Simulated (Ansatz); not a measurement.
Cartesian coordinates in Å:
```
C 1.962 -0.103 -2.073
C 1.122 0.250 -1.282
Sn -0.293 0.818 0.129
C -0.871 -0.810 1.352
F -1.859 1.257 -0.901
H 2.699 -0.409 -2.781
H 0.155 2.274 0.884
H -0.024 -1.147 1.951
H -1.684 -0.504 2.010
H -1.207 -1.625 0.712
```

Total charge 0; spin multiplicity 1. Sn: def2 effective core potential.

(1) List the ωB97M-V/def2-TZVPP orbital energies in eV (Ansatz). (An estimate is asked.)

## Answers

(1) The calculation gave: Occupied: -675.90, -281.82, -281.76, -281.51, -143.54, -98.17, -98.11, -98.06, -34.35, -31.79, -31.73, -31.65, -31.63, -31.23, -23.77, -22.56, -18.22, -16.98, -14.54, -14.46, -13.63, -13.39, -13.32, -12.16, -11.45, -10.77, -10.50. Lowest empty: 0.99, 1.57, 2.13, 2.44, 2.88, 3.13, 3.47, 3.58.
